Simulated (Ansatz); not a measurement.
Consider the ligand exchange at a Ge–F bond: `[F][GeH]([F])[F]` + CH₃NH₂ → `C[NH][GeH]([F])[F]` + H–F.

Computed with Ansatz on PBE0-D4/def2-TZVP structures; ΔE is electronic, products minus reactants. CCSD(T)/CBS is the MP2 limit (def2-TZVPP, def2-QZVPP) plus CCSD(T) − MP2 in def2-TZVPP, frozen cores. This one scheme is used for every species. Functionals use def2-TZVPP. For Ge outer-core shells are correlated without core-valence functions, which leaves a few kJ/mol of doubt a bond. Scalar relativity is left out up to krypton. Each species was taken in one conformer, which may not be the lowest.

`[F][GeH]([F])[F]`:

```xyz
5

F    -0.439   -0.762    1.426
Ge   -0.046   -0.033   -0.066
F     1.633   -0.250   -0.281
F    -0.293    1.644    0.138
H    -0.854   -0.600   -1.217
```

CH₃NH₂:

Z-matrix (Å, degrees):
```
C
N 1 1.453
H 1 1.092 2 109.4
H 1 1.100 2 115.4 3 -121.6
H 1 1.092 2 109.4 3 116.8
H 2 1.012 1 110.6 3 62.6
H 2 1.012 1 110.6 3 -179.3
```

`C[NH][GeH]([F])[F]`:

Cartesian coordinates in Å:
```
C 0.016 0.235 -1.403
N -0.349 -0.598 -0.269
Ge 0.115 -0.176 1.408
F 1.818 0.087 1.395
F -0.479 1.373 1.909
H -0.663 1.080 -1.561
H 0.040 -0.366 -2.315
H 1.021 0.633 -1.251
H -1.241 -1.059 -0.371
H -0.279 -1.207 2.458
```

H–F:

Cartesian coordinates in Å:
```
F 0.123 -0.436 0.077
H -0.123 0.436 -0.077
```

Problem. Is it downhill or uphill in electronic energy at CCSD(T)/CBS, and by how much? (Best estimate.)

Solution. Computed: Uphill: ΔE = +31.7 kJ/mol.

Problem. What do these levels give: revPBE-D4, r2SCAN-D4, r2SCANh-D4, r2SCAN, PBE0, r2SCANh, r2SCAN0, CAM-B3LYP, HF/def2-SVP, CCSD(T)/def2-SVP, HF/def2-TZVPP, CCSD/def2-TZVPP? (Best estimate.)

Solution. Computed: revPBE-D4 38.0, r2SCAN-D4 46.2, r2SCANh-D4 44.5, r2SCAN 47.8, PBE0 42.5, r2SCANh 46.2, r2SCAN0 44.1, CAM-B3LYP 48.5, HF/def2-SVP 48.1, CCSD(T)/def2-SVP 43.5, HF/def2-TZVPP 56.0, CCSD/def2-TZVPP 39.5 kJ/mol.

Largest T1 diagnostic among the species: 0.012.

Leaving LDA and LC-ωPBE aside and taking each functional with its dispersion term where it has one, the values, not all of them listed here, spread over 16.5 kJ/mol, from PBE0-D4 to B97M-V. LDA lies −12.5 kJ/mol from PBE without D4. In def2-TZVPP, CCSD(T) changes the Hartree–Fock value by −18.2 kJ/mol (the triples alone add −1.7 kJ/mol) and MP2 by −21.3 kJ/mol.
